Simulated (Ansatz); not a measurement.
The cluster PbS2 (the lowest singlet isomer of a short search) was relaxed with PBE-D4 (def2-TZVP) in Ansatz in these states: neutral quintet, neutral singlet, neutral triplet. The geometries follow in no particular order.

In the def2 sets Pb takes a core potential; there is no spin–orbit coupling.

A:

```xyz
3

Pb    0.390    0.784   -1.428
S    -1.117   -0.946    0.158
S     0.728    0.161    1.270
```

B:

Cartesian coordinates in Å:
```
Pb 0.876 0.833 -0.906
S 0.213 -0.187 1.293
S -1.089 -0.646 -0.388
```

C:

```xyz
3

Pb    1.6390    0.1563    0.3475
S    -0.6393    0.1569   -1.1295
S    -0.9997   -0.3132    0.7820
```

Judge from the bond lengths which geometry belongs to which state (an estimate).

A is the neutral quintet (S2–S3 2.422 Å, Pb1–S3 2.789 Å, Pb1–S2 2.789 Å); B is the neutral singlet (S2–S3 2.175 Å, Pb1–S3 2.513 Å, Pb1–S2 2.514 Å); C is the neutral triplet (S2–S3 2.001 Å, Pb1–S3 2.715 Å, Pb1–S2 2.715 Å).
